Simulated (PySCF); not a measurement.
Compound: C4H10OPSi (doublet state).
Numbering: `[PH2:1][Si@@H:2]1[CH2:3][CH2:4][CH2:5][CH:6][O:7]1` (hydrogens: H8, H9 on P1; H10 on Si2; H11, H12 on C3; H13, H14 on C4; H15, H16 on C5; H17 on C6)

Geometry (GFN2-xTB, Å), atoms numbered from 1 in this order:
```xyz
17
C4H10OPSi angstrom
P      2.986    0.141   -0.721
Si     1.148   -0.333    0.471
C     -0.210   -1.136   -0.594
C     -1.559   -0.597   -0.124
C     -1.603    0.935   -0.181
C     -0.700    1.563    0.809
O      0.561    1.108    0.966
H      3.468   -1.154   -0.675
H      3.723    0.524    0.383
H      1.356   -1.102    1.708
H     -0.074   -0.892   -1.650
H     -0.205   -2.223   -0.519
H     -1.743   -0.920    0.903
H     -2.360   -0.999   -0.749
H     -1.323    1.238   -1.204
H     -2.619    1.292   -0.001
H     -0.852    2.566    1.168
```

The hyperfine couplings belong to this conformer and change with its torsions.

Method: UKS B3LYP, pcH-1 on C H O P Si, non-relativistic, mean-field spin-orbit, GIAO (PySCF). The structure is a single GFN2-xTB conformer in the gas phase; no vibrational or solvent corrections. A GFN2-xTB geometry isn't a minimum of the functional, and hyperfine couplings can be far from their values at a DFT geometry. Stability of the SCF solution: not tested.

Problem. Give the principal g shifts and their parts.

Solution. 
```tsv
Δg (ppm)	1	2	3
relativistic mass correction	-181	-181	-181
gauge correction	-10	28	38
orbital Zeeman/spin–orbit	20	1126	1685
total	-171	974	1543
```

So g = 2.00215, 2.00329, 2.00386 and g_iso = 2.00310; the tensor is rhombic: the two nearest values differ by 33 % of g3 − g1. Axes: g3 points within 11° of the C6–H17 bond.

Problem. What effective moment and Curie constant follow for a powder?

Solution. With the mean of g² = 4.0124 and S(S+1) = 0.75: μ_eff = √(⟨g²⟩S(S+1)) = 1.735 μB and χT = 0.12505·⟨g²⟩·S(S+1) = 0.376 cm³ K/mol (cgs; spin-Hamiltonian part alone).

Problem. At 33.845 GHz, how far is the centre of the isotropic spectrum from where a free electron (g = 2.002319) resonates?

Solution. B = hν/(g μB) with μB/h = 13.99624 MHz/mT gives 1207.67 mT for the free electron and 1207.20 mT at g_iso, 0.47 mT lower.

Problem. In a frozen sample, at which fields do the three g values resonate at 9.5, 34, 94 and 263 GHz (hyperfine left aside), and which band first spreads them over more than twice a line width of 0.3 mT?

Solution. 
```csv
band,GHz,B(g3) mT,B(g2) mT,B(g1) mT,spread mT
X,9.5,338.72,338.82,339.01,0.29
Q,34.0,1212.27,1212.61,1213.31,1.04
W,94.0,3351.57,3352.52,3354.44,2.87
J,263.0,9377.27,9379.93,9385.30,8.03
```

The spread grows in proportion to the frequency. Q band is the first where it exceeds 0.6 mT.

The largest Mulliken spin populations are on C6 (+0.91), O7 (+0.09), C5 (-0.07) and H15 (+0.07). No atom but C6 exceeds +0.15. The positive populations add up to 1.11 and the negative ones to -0.11, together 2S = 1. The angles at C6 add up to 356.5°, so it is nearly planar; its axial dipolar tensor and the negative coupling of its proton fit spin in a p orbital normal to that plane.

The HOMO–LUMO gaps are 4.72 eV among the α and 6.41 eV among the β orbitals.

Hardware: one thread, Arm Neoverse V1 (aarch64) (shared host). Cost: 1.7 min of wall time (with the writing of density and orbital grids), 0.98 GiB resident at most.
